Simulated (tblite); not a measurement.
Compound: C5H5N2S (doublet state).
Z-matrix (Å and degrees, GFN2-xTB geometry), rows numbered from 1:
```
C 
N   1  1.3237
S   2  1.6180  1  110.38
C   3  1.8250  2   90.50  1    -0.05
C   4  1.3375  3  122.98  2  -179.94
C   5  1.4581  4  148.08  3    -0.14
C   5  1.4602  4  149.36  3  -179.72
N   1  1.3119  2  120.26  3     0.03
H   1  1.0762  2  119.09  3  -179.97
H   6  1.0820  5  118.53  7  -108.19
H   6  1.0821  5  118.52  7   108.21
H   7  1.0815  5  118.35  6  -108.36
H   7  1.0814  5  118.34  6   108.34
```

Level: GFN2-xTB in tblite, geometry and Hessian alike; calculated harmonic values, unscaled, isolated species. The method is semi-empirical: single wavenumbers can be off by several per cent or more. One conformer, not necessarily the lowest. Open shells enter through the occupations alone, without spin polarisation, and single modes of such species can be off by tens of per cent.

Harmonic wavenumbers (cm⁻¹): 120.1, 123.1, 139.2, 251.9, 374.7, 463.1, 471.2, 591.0, 595.0, 753.7, 765.6, 850.2, 865.2, 866.4, 921.0, 1011.1, 1036.2, 1051.8, 1073.8, 1085.5, 1113.3, 1176.3, 1254.9, 1349.3, 1386.8, 1411.2, 1441.6, 1750.1, 3050.5, 3055.6, 3064.0, 3068.2, 3126.5.

A = 4485, B = 1263, C = 998.3 MHz; mass 125.017 u (most abundant isotopes); point group Cs, symmetry number 1; spin multiplicity 2.

Task: Zero-point energy?

Result: Half the sum of the wavenumbers: 19829 cm⁻¹ = 56.69 kcal/mol.

Task: Give the ideal-gas entropy at 298.15 K and 1 bar in the rigid-rotor, harmonic-oscillator model (classical rotation).

Result: Translation 40.41, rotation 28.43, vibration 15.86, spin (R ln 2) 1.38: S = 86.1 cal/(mol K).

Task: And Cp and H(298.15 K) − H(0)?

Result: Cp = 28.07 cal/(mol K), of which vibrations give 20.13 (their classical limit is 33 R = 65.6); H(298.15 K) − H(0) = 5.10 kcal/mol without the zero-point energy, 2.73 from vibrations.

Task: Blend soft modes into free rotors: weight 1/[1 + (100 cm⁻¹/ν̃)⁴] for the oscillator and the rest for a rotor with moment μB/(μ + B), μ = h/(8π²ν), B = 10⁻⁴⁴ kg m². What vibrational entropy results?

Result: 15.55 cal/(mol K) in place of 15.86, which changes −T·S at 298.15 K by +0.09 kcal/mol.

Task: What must be added to the electronic energy to get the Gibbs energy at 298.15 K and 1 bar?

Result: ZPE + [H(298.15 K) − H(0)] − T·S = 56.69 + 5.10 − 25.66 = 36.13 kcal/mol.

Task: Which modes carry the vibrational entropy at 298.15 K?

Result: 120.1 cm⁻¹: 3.10; 123.1 cm⁻¹: 3.05; 139.2 cm⁻¹: 2.81; 251.9 cm⁻¹: 1.72; 374.7 cm⁻¹: 1.06; 463.1 cm⁻¹: 0.76 cal/(mol K); the other 27 give 3.36 together.

Hindered rotation and anharmonicity are outside this model. Other conformers, if any are populated, would add a mixing term that is left out.
